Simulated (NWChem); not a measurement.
Species: CHClFNOSi; SMILES O=C=N[Si@@H](F)Cl

```xyz
7

O      0.3564    -3.3266     0.2388
C      0.1093    -2.2046     0.0584
N     -0.1469    -1.0471    -0.1277
Si    -0.4609     0.5924    -0.4240
F     -1.7071     1.0390     0.4906
Cl     1.1568     1.7086     0.1261
H     -0.7962     0.8260    -1.8384
```
Atoms are numbered in this order, from 1.

All runs: NWChem. Geometry: optimised at PBE0/def2-SVP. Level: M06-2X/def2-SVP with SMD (1 M gas to 1 M solution), gas-phase geometry. Reactions with the solvent are ignored.

```csv
solvent,dielectric constant,solvation free energy (kcal/mol),cavity-dispersion-structure term (kcal/mol),dipole in solution (D)
water,78.4,___,___,___
anisole,4.22,-2.6,-0.6,1.64
tetrahydrofuran,7.43,-3.0,-0.7,1.68
1-octanol,9.86,-0.4,2.9,1.74
```

Task: Fill in the missing entries.

Result: 
- water, solvation free energy (kcal/mol): 2.4
- water, cavity-dispersion-structure term (kcal/mol): 6.1
- water, dipole in solution (D): 1.80
